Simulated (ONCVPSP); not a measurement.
**Pseudopotential generation for hydrogen: ONCV, PBE, scalar-relativistic.**

H (Z = 1), optimised norm-conserving Vanderbilt (ONCV), made with ONCVPSP 4.0.1 (PBE, scalar-relativistic). Core none, reference 1s1. Waves: 1s: rc 1.26 bohr, ncon 4, nbas 8, qcut 4.8 1/bohr, 2 projectors, debl 2.2 Ha; p scattering state at 0.22 Ha: rc 1.26 bohr, ncon 3, nbas 6, qcut 6 1/bohr, 2 projectors, debl 2.2 Ha. Local part: polynomial inside 0.98 bohr (lpopt 5, dvloc0 2 Ha). Core correction: none.

* Cutoffs needed: 12 Ha and 81 Ha (the cutoffs (Ha) at which the residual kinetic energy of the hardest occupied pseudo-wave falls to 1 and 0.1 mHa per electron)
* Ghost test: no bound ghost flagged; no localised positive-energy state flagged
